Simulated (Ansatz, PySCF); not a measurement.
dimethyl carbonate (C₃H₆O₃), SMILES COC(=O)OC. Atoms are numbered in the order given.

```xyz
12

C      2.3146     0.0016     0.0189
O      1.0776     0.0007     0.7058
C      0.0000     0.0000    -0.0703
O      0.0000     0.0000    -1.2726
O     -1.0776    -0.0007     0.7058
C     -2.3146    -0.0016     0.0189
H      2.4135    -0.8908    -0.6170
H      3.0925     0.0021     0.7911
H      2.4123     0.8940    -0.6169
H     -3.0925    -0.0021     0.7911
H     -2.4135     0.8908    -0.6170
H     -2.4123    -0.8940    -0.6169
```

Geometry optimised at PBE0-D3(BJ)/def2-SVP.

Two levels are set side by side: PBE-D3(BJ)/def2-SVP (Ansatz, a first-principles code) and PBE0-D3(BJ)/def2-SVP (Ansatz). Each level has its own optimised geometry; the coordinates shown are those of the second. Frequencies come from the Hessian of PySCF at each geometry. Differences are taken from unrounded values.

```csv
quantity,PBE0-D3(BJ)
mean bond length (Å),1.207
bond C1–O2 (Å),1.415
bond O2–C3 (Å),1.328
bond C3–O4 (Å),1.202
bond C3–O5 (Å),1.328
bond O5–C6 (Å),1.415
bond C1–H7 (Å),1.100
bond C1–H8 (Å),1.096
bond C1–H9 (Å),1.100
bond C6–H10 (Å),1.096
bond C6–H11 (Å),1.100
bond C6–H12 (Å),1.100
highest harmonic wavenumber (cm⁻¹),3204
mean harmonic wavenumber (cm⁻¹),1407
zero-point energy (kcal/mol),60.36
```

Q: What does PBE-D3(BJ) give, and how far is it from PBE0-D3(BJ)? (The exact figures need the calculation; the answer reports its results.)

A: 
| quantity | PBE-D3(BJ) | PBE-D3(BJ) minus PBE0-D3(BJ) |
|---|---|---|
| mean bond length (Å) | 1.220 | 0.012 |
| bond C1–O2 (Å) | 1.430 | 0.015 |
| bond O2–C3 (Å) | 1.347 | 0.019 |
| bond C3–O4 (Å) | 1.216 | 0.013 |
| bond C3–O5 (Å) | 1.347 | 0.019 |
| bond O5–C6 (Å) | 1.430 | 0.015 |
| bond C1–H7 (Å) | 1.109 | 0.009 |
| bond C1–H8 (Å) | 1.105 | 0.009 |
| bond C1–H9 (Å) | 1.109 | 0.009 |
| bond C6–H10 (Å) | 1.105 | 0.009 |
| bond C6–H11 (Å) | 1.109 | 0.009 |
| bond C6–H12 (Å) | 1.109 | 0.009 |
| highest harmonic wavenumber (cm⁻¹) | 3108 | -97 |
| mean harmonic wavenumber (cm⁻¹) | 1352 | -55 |
| zero-point energy (kcal/mol) | 58.00 | -2.36 |

GGA bonds tend to be longer and softer than those of functionals with exact exchange. Differences between two approximate levels are no errors against the true value.
